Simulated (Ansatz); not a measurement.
Species: sum formula GeH2F2, charge 0, multiplicity 1. SMILES: [F][GeH2][F]
Geometry: optimised at B3LYP-D3(BJ)/def2-TZVP (Ansatz, an electronic-structure program).

Wanted: vertical ionisation energy (to the doublet state of charge +1; each state is the SCF solution reached for its spin), in eV. Cores are frozen in the correlated levels unless marked. UHF or UKS for open shells. Spin-orbit coupling is left out. The frozen core is the preceding noble-gas configuration, with the filled d and f shells of earlier blocks. No relativistic terms. Basis-set limits of correlation are two-point, X^-3; Hartree-Fock from the larger set. The bracket is a focal-point correction in the basis named.

```json
[
 {"level": "HF/aug-cc-pVDZ", "program": "Ansatz", "vertical ionisation energy (eV)": "12.91"},
 {"level": "r2SCAN/def2-TZVPD", "program": "Ansatz", "vertical ionisation energy (eV)": "12.34"},
 {"level": "PBE0/def2-TZVPD", "program": "Ansatz", "vertical ionisation energy (eV)": "12.65"},
 {"level": "wB97M-V/def2-TZVPD", "program": "Ansatz", "vertical ionisation energy (eV)": "12.89"},
 {"level": "B2PLYP/def2-TZVPD", "program": "Ansatz", "vertical ionisation energy (eV)": "12.77"},
 {"level": "MP2/aug-cc-pVDZ", "program": "Ansatz", "vertical ionisation energy (eV)": "13.13"},
 {"level": "RI-MP2/aug-cc-pVTZ", "program": "Ansatz", "vertical ionisation energy (eV)": "13.26"},
 {"level": "SCS-MP2/aug-cc-pVDZ", "program": "Ansatz", "vertical ionisation energy (eV)": "13.26"},
 {"level": "CCSD/aug-cc-pVDZ", "program": "Ansatz", "vertical ionisation energy (eV)": "13.16"},
 {"level": "CCSD/aug-cc-pVTZ", "program": "Ansatz", "vertical ionisation energy (eV)": "13.28"},
 {"level": "CCSD/CBS(aug-cc-pVTZ,aug-cc-pVQZ)", "program": "Ansatz", "vertical ionisation energy (eV)": "13.36"},
 {"level": "CCSD(T)/aug-cc-pVDZ", "program": "Ansatz", "vertical ionisation energy (eV)": "13.03"},
 {"level": "CCSD(T)/aug-cc-pVQZ", "program": "Ansatz", "vertical ionisation energy (eV)": "13.18"},
 {"level": "RI-MP2/CBS(aug-cc-pVTZ,aug-cc-pVQZ)+[CCSD(T)-MP2]/aug-cc-pVQZ", "program": "Ansatz", "vertical ionisation energy (eV)": "13.22"},
 {"level": "CCSD(T)/CBS(aug-cc-pVTZ,aug-cc-pVQZ)", "program": "Ansatz", "vertical ionisation energy (eV)": "13.22"}
]
```
